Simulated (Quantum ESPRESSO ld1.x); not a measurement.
The table gives one normalised radial function P(r) = r R(r) of Mn+ in [Ar] 3d5 4s0.5 4p0.5 (r in bohr). Method: scalar-relativistic Kohn-Sham, LDA (Slater exchange, VWN5 correlation), spin-polarised, spherical densities, point nucleus; open shells are filled with parallel spins first; computed with ld1.x of Quantum ESPRESSO 7.5.

| r | P |
|---|---|
| 0.0023 | 0.0000 |
| 0.003043 | 0.0000 |
| 0.004026 | 0.0000 |
| 0.005285 | 0.0000 |
| 0.006993 | 0.0000 |
| 0.009252 | 0.0001 |
| 0.01224 | 0.0002 |
| 0.01607 | 0.0005 |
| 0.02126 | 0.0011 |
| 0.02813 | 0.0023 |
| 0.03692 | 0.0048 |
| 0.04886 | 0.0102 |
| 0.06464 | 0.0209 |
| 0.08485 | 0.0408 |
| 0.1123 | 0.0778 |
| 0.1485 | 0.1412 |
| 0.1965 | 0.2411 |
| 0.258 | 0.3785 |
| 0.3413 | 0.5534 |
| 0.4516 | 0.7326 |
| 0.5928 | 0.8631 |
| 0.7844 | 0.9040 |
| 1.038 | 0.8346 |
| 1.362 | 0.6861 |
| 1.802 | 0.4938 |
| 2.385 | 0.3057 |
| 3.155 | 0.1557 |
| 4.142 | 0.0627 |
| 5.48 | 0.0171 |
| 7.251 | 0.0029 |
| 9.517 | 0.0003 |
| 12.59 | 0.0000 |

Which n and l does it have? It may be an empty orbital.

Answer. n = 3, l = 2: the number of nodes gives n - l - 1 = 0, the rise at small r (about r^(l+1)) gives l, and the extent must fit the shell. The curve is that of 3d up; the table hardly tells the two spins apart. 3d up: eigenvalue -17.208 eV, 0 radial nodes, <r> = 1.16 bohr, 90 % of the charge inside 2.02 bohr.
